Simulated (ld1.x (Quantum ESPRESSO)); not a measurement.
# O (Z = 8): one change to a TM potential, before and after

ld1.x (Quantum ESPRESSO) 7.5 input, shortened:

```
&input
   title='O', zed=8., rel=0, dft='BLYP', iswitch=3,
   config='[He] 2s1.5 2p4.5'
 /
 &inputp
   pseudotype=2, tm=.true., lloc=-2, rcloc=0.60,
   nlcc=.true., new_core_ps=.true., rcore=0.45
 /
2
2S  1  0   1.50   0.00  0.70  0.70  0.0
2P  2  1   4.50   0.00  1.00  1.00  0.0
 &test
   configts(1)='2s1.5 2p4.5'
 /
```

All-electron outer shells of the reference configuration (BLYP, non-relativistic, ld1.x):

```tsv
shell	level (eV)	outermost node (bohr)	outermost maximum (bohr)
2s	-24.01	0.28	0.87
2p	-9.23	–	0.82
```

Change: functional PBEsol.

Cutoffs: the cutoffs (Ry, on a coarse ladder) from which the occupation-weighted sum of valence levels, in a spherical-Bessel basis at the reference potential, stays within 10 and 1 mRy of its value at 400 Ry; they do not see the model core or the augmentation charge, which bear on the density cutoff. Errors are all-electron minus pseudo energies relative to the spin-unpolarised reference configuration.

**Question.** What does the change do?

**Answer.** The potential gets neither clearly harder nor softer (120 Ry and 200 Ry → 120 Ry and 200 Ry); of the 7 tests that both files solve, the error grows in 0 and shrinks in 5 by more than 15 % and 0.3 meV (median size 8.6 → 6.8 meV); neither file shows a bound ghost.

```csv
quantity,base,changed
"cutoff, loose",120 Ry,120 Ry
"cutoff, tight",200 Ry,200 Ry
bound ghosts,none,none
"error for 2s2 2p4, meV [ΔE -7.38 → -7.40 eV]",+2.2,+1.7
"error for 2s2 2p3, meV [ΔE 9.05 → 8.97 eV]",+8.6,+6.8
"error for 2s2 2p2, meV [ΔE 42.67 → 42.46 eV]",+41,+36
"error for 2s2 2p1, meV [ΔE 96.61 → 96.17 eV]",+164,+150
"error for 2s2 2p3.5, meV [ΔE -1.10 → -1.14 eV]",+4.1,+3.1
"error for 2s1 2p5, meV [ΔE 7.39 → 7.41 eV]",+2.4,+1.8
"error for 2s0 2p6, meV [ΔE 22.22 → 22.24 eV]",+22,+16
s: phases at 1.09 bohr within 0.05 rad from the reference energy up to (Ry; the scan ends near 5),to the end of the scan,to the end of the scan
p: phases at 1.09 bohr within 0.05 rad from the reference energy up to (Ry; the scan ends near 5),to the end of the scan,to the end of the scan
```
